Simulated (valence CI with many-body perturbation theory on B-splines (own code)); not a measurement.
Questions on Ne V

Calculated by relativistic CI+MBPT: four valence electrons over a frozen Dirac-Fock core [He], radial functions for each j: 9 s, 9 p, 8 d, 6 f, 3 g, 1 h, with the one-electron correlation potential Σ1 (screened to all orders), the two-electron term Σ2, the three-electron term Σ3, Breit, model QED; selected single and double excitations, second order for the rest, scaled by the run's own slope (own B-spline code, finite nucleus).

Against 13 measured levels this calculation errs by 130 cm⁻¹ on average and by 310 at most. These come from a selection out of NIST levels in Podobedova, Fuhr, Reader and Wiese, J. Phys. Chem. Ref. Data 33, 525 (2004). Levels without a partner in it may be off by more. Among the levels kept, up to 300 cm⁻¹ of a level comes from second order outside the variational space, and about a tenth of that is noise between levels of different J, which matters for small intervals.

Rates and lifetimes use the calculated energies. Strong lines usually hold to 10 to 20 %, long lifetimes can be off by a factor of two.

**Question.** What is the ground level?

**Answer.** 2s2 2p2 3P_0, composition 97 % 2s2 2p2 3P.

**Question.** How is the term 3P of the ground level split?

**Answer.** J = 0 at 0, J = 1 at 412, J = 2 at 1109 cm⁻¹.

**Question.** Where does the other parity begin?

**Answer.** At 2s 2p3 5S°_2, 88144 cm⁻¹.

**Question.** What is the ionisation energy?

**Answer.** 126.26 eV; NIST lists 126.247 eV (measured).

**Question.** Name the longest-lived excited levels whose lifetime is computed, and their main decay.

**Answer.** 2s2 2p2 3P_1 at 412 cm⁻¹ lives 794 s, mostly by M1 to 2s2 2p2 3P_0; 2s2 2p2 3P_2 at 1109 cm⁻¹ lives 218 s, mostly by M1 to 2s2 2p2 3P_1; 2s2 2p2 1D_2 at 30449 cm⁻¹ lives 1.97 s, mostly by M1 to 2s2 2p2 3P_2.

**Question.** Among levels below 677050 cm⁻¹, which E1 lines absorb most strongly from the ground level?

**Answer.** to 2s 2p3 3S°_1 at 35.76 nm, f = 0.138; to 2s 2p3 3P°_1 at 48.00 nm, f = 0.107; to 2s 2p3 3D°_1 at 56.82 nm, f = 0.0962.

**Question.** How well does LS coupling describe the low levels?

**Answer.** Among the lowest 20 levels the leading LS term, summed over configurations, holds 100 % on average. For single configurations the figures are 97 % in LS and 67 % in jj coupling. Terms hardly mix: every one of these levels is at least 95 % one term.
